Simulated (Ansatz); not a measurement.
Job for Ansatz (a program for electronic structure): U-B3LYP/def2-TZVPP on CH4OSn (SMILES [CH3][Sn][OH]), a point of a bond scan (R = 1.640 Å). Elements past Kr take the def2 small-core potentials; no spin–orbit coupling.

Ansatz 0.2 input:
```yaml
crystal:
  periodic: [false, false, false]
  atoms:
    - {symbol: Sn, position_ang: [0.02238006, -0.06360862, 0.38858019]}
    - {symbol: C, position_ang: [0.41947667, 1.60722086, -0.98166041]}
    - {symbol: H, position_ang: [-0.51276434, 2.90036423, -0.59808258]}
    - {symbol: H, position_ang: [0.20079564, 1.28779189, -2.00052818]}
    - {symbol: H, position_ang: [1.46422512, 1.92099925, -0.91166492]}
    - {symbol: O, position_ang: [-0.53752719, -1.25054683, -1.13046981]}
    - {symbol: H, position_ang: [-0.79864880, -2.13662709, -0.85715367]}
basis:
  gaussian:
    orbitals: def2-TZVPP
hamiltonian:
  xc: {name: B3LYP}
magnetization: {spin_polarized: true, initial_magnetization: 0}
```

Program output:

```
WARN ansatz: RAYON_NUM_THREADS=1 ignored (pool sized by the plan → 1); use --threads N
Functional definition: B3LYP
integrals: 0.07 GiB planned
999 factors; their error is unknown
mean field: 0.84 GiB planned
mean field evaluation 1: about -8967.4629 eV, gradient 6.1e1 eV
mean field evaluation 2: about -8864.6714 eV, gradient 1.4e2 eV
mean field evaluation 4: about -8981.5987 eV, gradient 1.6e1 eV
mean field evaluation 8: about -8982.8841 eV, gradient 1.2e-1 eV
mean field evaluation 16: about -8982.9467 eV, gradient 5.1e-3 eV
mean field -8982.94673045 eV, -330.1172034842 hartree, gradient 2.8e-5 eV, S^2 0.000000; 0 other end points of the search recorded, 0 dependent functions left out
reference -8982.94697623 eV, -330.1172125163 hartree; 20, 20 occupied and 148, 148 virtual orbitals, 999 factors
Total energy: -8982.94697623 eV, -330.1172125163 hartree
```

The run converged.

Cost: roughly 4 core-seconds.
